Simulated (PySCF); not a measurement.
Part of a log for `C(S[Si@@H](Cl)C)CCC` (MeHSiClSBu): ground state, then the species with a core hole.

Theory: delta-SCF UKS SCAN, pcX-2 on the ionised atom, pcseg-1 elsewhere, spin-free X2C in PySCF 2.14.0. The program numbers atoms from 0. The cycles run on a coarse integration grid; for E(ground) and E(ion) the exchange–correlation energy is redone on a finer one, so they differ from the last cycle, and only they enter the binding energy.

Atom n of the output is atom n + 1 of `[CH3:1][CH2:2][CH2:3][CH2:4][S:5][Si@H:6]([CH3:7])[Cl:8]`.

```
ground state, core basis on atom 3 (C), 220 functions
  cycle   1  E = -1349.08160283  |g| = 5.84e-02
  cycle   2  E = -1349.08156054  |g| = 2.27e-02
  cycle   3  E = -1349.08158700  |g| = 2.03e-02
  cycle   4  E = -1349.08168298  |g| = 2.43e-03
  cycle   5  E = -1349.08168767  |g| = 5.72e-04
  cycle   6  E = -1349.08168713  |g| = 7.06e-05
  E(ground) = -1349.14639790 Eh
hole in C 1s of atom 3
  cycle   1  E = -1337.79527214  |g| = 1.51e+00
  cycle   2  E = -1336.21814096  |g| = 2.27e+00
  cycle   3  E = -1338.26044436  |g| = 4.61e-01
  cycle   4  E = -1338.33857912  |g| = 2.58e-01
  ...
  cycle   9  E = -1338.38097375  |g| = 2.12e-03
  cycle  10  E = -1338.38097981  |g| = 7.04e-04
  cycle  11  E = -1338.38097945  |g| = 3.52e-04
  E(ion) = -1338.44567038 Eh   <S^2> = 0.7790   hole on atom = 1.000
```

Question: What is the C 1s binding energy of atom 3?

Answer: (-1338.445670 − (-1349.146398)) Eh × 27.2114 eV/Eh = 291.18 eV, for the sp3 carbon bound to sulfur.

```
ground state, core basis on atom 5 (Si), 231 functions
  cycle   1  E = -1349.18022895  |g| = 2.89e-01
  cycle   2  E = -1349.17999975  |g| = 5.35e-02
  cycle   3  E = -1349.17937160  |g| = 6.52e-02
  cycle   4  E = -1349.18057044  |g| = 1.11e-02
  cycle   5  E = -1349.18060026  |g| = 2.32e-03
  cycle   6  E = -1349.18060029  |g| = 2.50e-04
  E(ground) = -1349.20364359 Eh
hole in Si 1s of atom 5
  cycle   1  E = -1280.20769081  |g| = 4.35e+00
  cycle   2  E = -1277.83317834  |g| = 2.81e+00
  cycle   3  E = -1272.04292529  |g| = 2.76e+00
  cycle   4  E = -1281.09413223  |g| = 5.71e-01
  ...
  cycle   9  E = -1281.28005349  |g| = 4.03e-03
  cycle  10  E = -1281.28006237  |g| = 1.67e-03
  cycle  11  E = -1281.28006399  |g| = 4.16e-04
  E(ion) = -1281.30960516 Eh   <S^2> = 0.7525   hole on atom = 1.000
```

Question: What is the Si 1s binding energy of atom 5?

Answer: (-1281.309605 − (-1349.203644)) Eh × 27.2114 eV/Eh = 1847.49 eV, for the chlorine-bound silicon.

```
ground state, core basis on atom 4 (S), 231 functions
  cycle   1  E = -1349.22837344  |g| = 4.05e-01
  cycle   2  E = -1349.22814389  |g| = 4.77e-02
  cycle   3  E = -1349.22727586  |g| = 7.30e-02
  cycle   4  E = -1349.22876629  |g| = 5.94e-03
  cycle   5  E = -1349.22876926  |g| = 3.44e-03
  cycle   6  E = -1349.22877195  |g| = 3.24e-04
  E(ground) = -1349.27962494 Eh
hole in S 1s of atom 4
  cycle   1  E = -1256.99656552  |g| = 5.08e+00
  cycle   2  E = -1255.32290325  |g| = 2.63e+00
  cycle   3  E = -1242.54141779  |g| = 3.56e+00
  cycle   4  E = -1258.17278058  |g| = 3.44e-01
  ...
  cycle   9  E = -1258.22942693  |g| = 1.65e-03
  cycle  10  E = -1258.22942814  |g| = 5.79e-04
  cycle  11  E = -1258.22942858  |g| = 2.06e-04
  E(ion) = -1258.27082154 Eh   <S^2> = 0.7515   hole on atom = 1.000
```

Question: What is the S 1s binding energy of atom 4?

Answer: (-1258.270822 − (-1349.279625)) Eh × 27.2114 eV/Eh = 2476.48 eV, for the sulfur bonded to C and Si.

```
ground state, core basis on atom 6 (C), 220 functions
  cycle   1  E = -1349.08029184  |g| = 5.96e-02
  cycle   2  E = -1349.08023964  |g| = 2.61e-02
  cycle   3  E = -1349.08029599  |g| = 2.19e-02
  cycle   4  E = -1349.08042510  |g| = 2.12e-03
  cycle   5  E = -1349.08042759  |g| = 5.96e-04
  cycle   6  E = -1349.08042778  |g| = 1.08e-04
  E(ground) = -1349.14562717 Eh
hole in C 1s of atom 6
  cycle   1  E = -1337.83357017  |g| = 1.50e+00
  cycle   2  E = -1337.10555248  |g| = 1.81e+00
  cycle   3  E = -1338.33747410  |g| = 3.65e-01
  cycle   4  E = -1338.37291304  |g| = 2.25e-01
  ...
  cycle   8  E = -1338.40576429  |g| = 2.25e-03
  cycle   9  E = -1338.40576887  |g| = 9.50e-04
  cycle  10  E = -1338.40577179  |g| = 3.51e-04
  E(ion) = -1338.46940708 Eh   <S^2> = 0.7668   hole on atom = 1.000
```

Question: What is the C 1s binding energy of atom 6?

Answer: (-1338.469407 − (-1349.145627)) Eh × 27.2114 eV/Eh = 290.51 eV, for the Si-methyl carbon.

The ground state is recomputed for each atom, because the flexible core basis sits on the ionised atom alone; energies of different blocks can't be mixed. The structure is a single PBE0-D3(BJ)/def2-SVP conformer in the gas phase; no vibrational or solvent corrections.

Time: 2.7 min. Hardware: one thread of an Arm Neoverse V2 (shared host).

Shape of the structure used: `[CH3:1][CH2:2][CH2:3][CH2:4][S:5][Si@H:6]([CH3:7])[Cl:8]`: C1–C2–C3–C4 179°, C2–C3–C4–S5 177°, C3–C4–S5–Si6 64°, C4–S5–Si6–C7 163°.
Labels such as C1 count atoms from 1, the log's own numbers from 0.
